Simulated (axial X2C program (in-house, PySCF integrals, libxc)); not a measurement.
**Curves of NNdO from open-shell CI on f(δφ)1 f(π)0**

Calculated with an in-house all-electron X2C program for linear molecules (integrals from PySCF): two-component X2C with atomic mean-field Coulomb and Gaunt terms, basis N dyall-v2z, Nd dyall-v2z, O dyall-v2z (cores contracted in-house). Orbitals come from Hartree–Fock averaged over the configuration Nd f(δφ)1 f(π)0; CI then distributes these electrons over the f(δφ), f(π) shells of Nd.

Scan along the N–Nd bond with NdO moving as one mass, its bond held at 1.720 Å; masses N 14.003 u, Nd 141.908 u, O 15.995 u. Energies in cm⁻¹ from the lowest point; levels are followed by energy order within each Ω. Lowest level at 1.652 Å: 100% f(δφ)1.

| R (Å) | (1)Ω=5/2 | (1)Ω=7/2 | (1)Ω=3/2 | (2)Ω=5/2 |
| --- | --- | --- | --- | --- |
| 1.536 | 3639 | 6703 | 6850 | 9181 |
| 1.594 | 833 | 3926 | 4256 | 6657 |
| 1.652 | 0 | 3141 | 3637 | 6145 |
| 1.718 | 642 | 3877 | 4537 | 7248 |
| 1.784 | 2233 | 5650 | 6422 | 9523 |
| 1.858 | 4318 | 8128 | 8893 | 12864 |
| 1.949 | 6416 | 10907 | 11479 | 17078 |

Problem. Fit the curves (1)Ω=5/2, (1)Ω=7/2, (1)Ω=3/2 near their minima.

Solution. From the open-shell CI curves, Te from the lowest:

| level | Te (cm⁻¹) | Re (Å) | ωe (cm⁻¹) |
| --- | --- | --- | --- |
| (1)Ω=5/2 | 0 | 1.655 | 1009.4 |
| (1)Ω=7/2 | 3146 | 1.652 | 1025.8 |
| (1)Ω=3/2 | 3631 | 1.646 | 1047.7 |

Without dynamic correlation distances can be off by several hundredths of an Å (long for ionic bonds, short for multiple bonds) and the wavenumbers are rough.

Dynamic correlation is missing, so gaps between terms are too wide and other configurations may lie lower; the lowest level listed is that of this model, not necessarily the ground state. At most 6 roots were kept for each Ω > 0 (twice that for Ω = 0) within 3.5 eV of the lowest, so higher up levels can be missing between those listed; levels with Ω > 0 are doubly degenerate and listed once, Ω = 0 levels singly. States that fill the shells left empty in the average are placed too high. The molecule was held linear; bending was not examined.
